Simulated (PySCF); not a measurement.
Species: SnF4, charge 0, multiplicity 1. 
Geometry from a B3LYP-D3(BJ)/def2-TZVP (Ansatz) optimisation:
```xyz
5

F     -1.2337    -1.0339    -0.9903
Sn     0.0000     0.0000     0.0000
F      0.4625     1.5444    -0.9863
F     -0.7825     0.5122     1.6423
F      1.5537    -1.0227     0.3343
```

Dispersion corrections to the total energy (kcal/mol) from the dftd3 and dftd4 libraries through PySCF: D3(BJ) without and D4 with the three-body term, each with the damping fitted for the functional named.

```json
[
 {"functional": "B3LYP", "D3(BJ)": "-2.90", "D4": "-3.42"},
 {"functional": "LC-wPBE", "D3(BJ)": "…", "D4": "-2.37"},
 {"functional": "PBE", "D3(BJ)": "-1.52", "D4": "…"},
 {"functional": "BLYP", "D3(BJ)": "-3.47", "D4": "-4.56"},
 {"functional": "r2SCAN", "D3(BJ)": "-0.40", "D4": "-0.48"},
 {"functional": "CAM-B3LYP", "D3(BJ)": "-1.34", "D4": "…"},
 {"functional": "PBE0", "D3(BJ)": "-1.37", "D4": "-1.77"}
]
```

Task: Complete the blanks.

Result: 
- LC-wPBE, D3(BJ): -1.57
- PBE, D4: -2.10
- CAM-B3LYP, D4: -1.81
